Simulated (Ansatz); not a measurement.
```yaml
crystal:
  periodic: [false, false, false]
  atoms:
    - {symbol: F, position_ang: [-2.101477, 0.425866, 0.108382]}
    - {symbol: C, position_ang: [-1.023897, 1.079927, -0.507068]}
    - {symbol: Si, position_ang: [0.224099, -0.207618, -0.832593]}
    - {symbol: C, position_ang: [1.263210, -1.060080, 0.846605]}
    - {symbol: Cl, position_ang: [1.501291, 0.407490, 1.768320]}
    - {symbol: H, position_ang: [-1.321352, 1.376362, -1.384953]}
    - {symbol: H, position_ang: [-0.637172, 1.819215, 0.105340]}
    - {symbol: H, position_ang: [-0.177960, -1.212522, -1.183012]}
    - {symbol: H, position_ang: [1.495174, 0.417186, -1.439366]}
    - {symbol: H, position_ang: [1.430283, -1.580615, 0.995064]}
    - {symbol: H, position_ang: [-0.164759, -1.206682, 1.597629]}
basis:
  gaussian: {orbitals: aug-cc-pVTZ}
hamiltonian: {xc: {name: B3LYP-D3}, dispersion: d3bj}
output: {forces: true}
```

```sh
$ ansatz run in.yaml --threads 4 --pin off --events-out ev --progress --plain --max-ram 10444MiB
```

Question: How does Ansatz answer? (Estimate.)

Answer: Ansatz gave: The program refused the input.
```
Error: YAML parse error: error: line 17 column 19: hamiltonian.xc: no functional is named "B3LYP-D3"; the names, which are not case-sensitive, are SVWN5, SPW92, PBE, PBE0, PBEsol, revPBE, revPBE0, RPBE, rPW86-PBE, HSE06, wPBEh, LC-wPBE, HISS, HF, BLYP, B3LYP, B3LYP5, BHLYP, CAM-B3LYP, r2SCAN, r2SCANh, r2SCAN0, r2SCAN50, m-r2SCAN, B97, wB97, wB97X, wB97X-V, B97M-V, wB97M-V, B2PLYP, B2GP-PLYP, PBE0-DH, PBE-QIDH
15 | basis:
16 |   gaussian: {orbitals: aug-cc-pVTZ}
17 | hamiltonian: {xc: {name: B3LYP-D3}, dispersion: d3bj}
18 | output: {forces: true}
```

HSE06 is defined as in plane-wave codes.
